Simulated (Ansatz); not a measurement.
Start from `[NH2][AlH][CH]([SiH3])Cl` and change one atom or group to get `[SiH3]C(Cl)Br`.

Ansatz, PBE0-D4/def2-TZVP geometries, multiplicity 1. Each molecule was computed in one conformer, which needn't be the lowest.

Scalar relativity is left out up to krypton.

```tsv
property	`[NH2][AlH][CH]([SiH3])Cl`
HOMO–LUMO gap (ωB97M-V/def2-TZVPP) / eV	10.56
HOMO energy (PBE0/def2-TZVPP) / eV	-7.47
size of the dipole moment (ωB97M-V/def2-TZVPP) / D	1.19
HOMO energy (B3LYP/def2-TZVPP) / eV	-7.25
size of the dipole moment (PBE/def2-TZVPP) / D	1.18
LUMO energy (PBE0/def2-TZVPP) / eV	-0.72
```

**Question.** What does the change do to each property? (An estimate is asked.)

**Answer.** Computed: 
| property | `[SiH3]C(Cl)Br` | shift |
| --- | --- | --- |
| HOMO–LUMO gap (ωB97M-V/def2-TZVPP) / eV | 11.29 | 0.73 |
| HOMO energy (PBE0/def2-TZVPP) / eV | -8.03 | -0.56 |
| size of the dipole moment (ωB97M-V/def2-TZVPP) / D | 1.49 | 0.30 |
| HOMO energy (B3LYP/def2-TZVPP) / eV | -7.80 | -0.55 |
| size of the dipole moment (PBE/def2-TZVPP) / D | 1.36 | 0.18 |
| LUMO energy (PBE0/def2-TZVPP) / eV | -0.97 | -0.25 |

With PBE0 the HOMO falls by 0.56 eV and the LUMO falls by 0.25 eV, so the gap widens by about 0.31 eV. PBE moves the HOMO by -0.54 eV and ωB97M-V by -0.58 eV. Dipoles are sizes alone; their direction can turn.

B3LYP here is the variant with VWN-RPA as its local correlation; programs differ in this.

Spin–orbit coupling is left out; it splits and shifts lone-pair levels of the heavy atoms by tenths of an eV.
